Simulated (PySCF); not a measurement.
Geometries of 4 isomers of C2H9NSi, from PySCF 2.14.0, PBE0-D3(BJ)/def2-SVP geometry optimisation, gas phase. One conformer each, no zero-point energy, no frequencies.

Task: Which isomer lies lowest at this level?
A.
```xyz
13
angstrom
C      1.850    0.037    0.060
C      0.457   -0.566    0.096
N     -0.485    0.186   -0.703
Si    -2.168    0.361   -0.344
H      1.832    1.077    0.420
H      2.552   -0.540    0.682
H      2.248    0.045   -0.968
H      0.511   -1.632   -0.207
H      0.091   -0.574    1.138
H     -0.201    0.291   -1.672
H     -2.315    0.857    1.060
H     -2.993   -0.892   -0.446
H     -2.727    1.352   -1.312
```
B.
```xyz
13
angstrom
C      1.787    0.693    0.339
N      0.962   -0.472    0.541
Si    -0.572   -0.729   -0.230
C     -1.805    0.591    0.273
H      1.155    1.588    0.223
H      2.436    0.883    1.211
H      2.439    0.642   -0.556
H      1.487   -1.305    0.780
H     -1.022   -2.086    0.209
H     -0.504   -0.737   -1.735
H     -1.907    0.633    1.368
H     -2.793    0.381   -0.165
H     -1.494    1.587   -0.081
```
C.
```xyz
13
angstrom
N     -1.364    0.826   -0.378
C     -1.038   -0.573   -0.183
C      0.420   -0.818   -0.553
Si     1.545    0.524    0.174
H     -1.374    1.064   -1.368
H     -2.284    1.054   -0.008
H     -1.697   -1.280   -0.731
H     -1.173   -0.799    0.889
H      0.551   -0.819   -1.650
H      0.752   -1.811   -0.207
H      1.177    0.805    1.596
H      2.958    0.018    0.162
H      1.534    1.792   -0.614
```
D.
```xyz
13
angstrom
C     -0.276    1.444    0.191
N     -0.044    0.025    0.273
C     -1.243   -0.773    0.275
Si     1.486   -0.664   -0.170
H     -0.758    1.754   -0.759
H     -0.935    1.780    1.014
H      0.670    1.999    0.281
H     -1.827   -0.685   -0.665
H     -1.002   -1.838    0.417
H     -1.912   -0.474    1.103
H      1.590   -2.012    0.466
H      1.710   -0.853   -1.647
H      2.561    0.247    0.328
```

Result: B. That is `CN[SiH2]C`, 7.4 kcal/mol below the next.

```json
{"SMILES": "CN[SiH2]C", "atoms numbered as above": "[CH3:1][NH:2][SiH2:3][CH3:4]", "E (Eh)": "-425.41976", "relative (kcal/mol)": "0.0", "relative (kJ/mol)": "0.0", "dipole (D)": "0.89"}
{"SMILES": "CCN[SiH3]", "atoms numbered as above": "[CH3:1][CH2:2][NH:3][SiH3:4]", "E (Eh)": "-425.40800", "relative (kcal/mol)": "7.4", "relative (kJ/mol)": "30.9", "dipole (D)": "1.24"}
{"SMILES": "CN(C)[SiH3]", "atoms numbered as above": "[CH3:1][N:2]([CH3:3])[SiH3:4]", "E (Eh)": "-425.39677", "relative (kcal/mol)": "14.4", "relative (kJ/mol)": "60.4", "dipole (D)": "0.95"}
{"SMILES": "NCC[SiH3]", "atoms numbered as above": "[NH2:1][CH2:2][CH2:3][SiH3:4]", "E (Eh)": "-425.39180", "relative (kcal/mol)": "17.5", "relative (kJ/mol)": "73.4", "dipole (D)": "2.44"}
```
